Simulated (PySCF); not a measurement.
Al(H)(OMe)(SH), SMILES C[O][AlH][SH] (CH5AlOS) (PBE0/def2-SVP optimised geometry):

```
9

Al     0.654     0.077     0.000
H      2.229     0.077     0.000
O     -0.150    -1.406     0.000
C     -1.395    -2.015     0.000
H     -2.229    -1.291     0.060
H     -1.538    -2.611    -0.919
H     -1.490    -2.705     0.856
S     -0.512     1.929     0.000
H      0.595     2.705     0.010
```

Method: PBE0/def2-TZVP in PySCF.

What are the frontier orbital energies and the dipole moment?

HOMO-2 -8.39 eV, HOMO-1 -8.14 eV, HOMO -7.67 eV, LUMO -0.60 eV, LUMO+1 0.07 eV; dipole moment 0.21 D.

On the same geometry PBE/def2-TZVP (PySCF) gives HOMO-2 -6.93 eV, HOMO-1 -6.69 eV, HOMO -6.41 eV, LUMO -1.34 eV, LUMO+1 -0.78 eV; dipole moment 0.22 D.

Meta-Löwdin charges at PBE0/def2-TZVP: Al1 0.79, H2 -0.14, O3 -0.62, C4 -0.10, H5 0.10, H6 0.11, H7 0.11, S8 -0.36, H9 0.12.
